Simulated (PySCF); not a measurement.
# How methods differ on the interval between two levels of Sr⁺

Sr⁺ [Kr] 5s1 [2S1/2, M_J = 1/2] → Sr⁺ [Kr] 5p1 [2P3/2, M_J = 3/2], as a difference of total energies. Computed with PySCF 2.14 in x2c-TZVPall-2c with one added diffuse shell each of s, p, d type (9s10p8d1f, 86 functions), with the two-component X2C-1e Hamiltonian. Correlated levels: [Ar] 3d10 frozen; the 6 highest virtual spinors dropped. "Screened" scales the spin-orbit matrix elements by Boettger's factors to mimic the two-electron term; Breit and QED terms are absent.

```json
{"method": "GHF (spin-free)", "interval between two levels (cm⁻¹)": "22284", "error (cm⁻¹)": "-2233"}
{"method": "GMP2 (spin-free)", "interval between two levels (cm⁻¹)": "24259", "error (cm⁻¹)": "-258"}
{"method": "GHF (screened spin-orbit)", "interval between two levels (cm⁻¹)": "22515", "error (cm⁻¹)": "-2002"}
{"method": "GMP2 (screened spin-orbit)", "interval between two levels (cm⁻¹)": "24518", "error (cm⁻¹)": "+1"}
```

Reference: 24517 cm⁻¹ (measured; NIST Handbook of Basic Atomic Spectroscopic Data (Sansonetti and Martin, J. Phys. Chem. Ref. Data 34, 1559 (2005))).

The spin-free rows lack the spin-orbit shift.

Errors of the correlated levels include the incompleteness of this basis and the frozen core.
